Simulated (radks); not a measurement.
Values are calculated unless marked as measured or tabulated.
Fractional charge and spin in the 1s shell of helium: the spin-up occupation runs from 0 to 1 and the spin-down occupation from 0 to 1; the fullest corner is He, 1s(up 1, down 1). Code: a radial shooting solver on a logarithmic mesh with Libxc functionals. Model: scalar-relativistic Kohn-Sham, PBE, spin-polarised, spherical densities, finite nucleus; Fermi nuclear charge, rms radius of each element as measured or else 0.836 A^(1/3) + 0.57 fm. Energy (eV) above the fullest corner. The planes named below are the two flat planes that join the four corners, with an edge along up + down = one added electron.

| down \ up | 0 | 0.5 | 1 |
|---|---|---|---|
| 0 | 78.725 | 48.733 | 24.468 |
| 0.5 | 48.733 | 26.965 | 10.165 |
| 1 | 24.468 | 10.165 | 0.000 |

Corners above the fullest one (they belong to He+ and the next ion): (up 1, down 0) 24.468 eV, (up 0, down 1) 24.468 eV, (up 0, down 0) 78.725 eV. With half an added electron in each spin the energy lies 2.496 eV from the planes (fractional-spin error, the static-correlation error of a stretched bond), and with half an added electron in spin up alone -2.864 eV (fractional-charge error). For a frontier s shell over closed shells the exact functional lies on the planes.
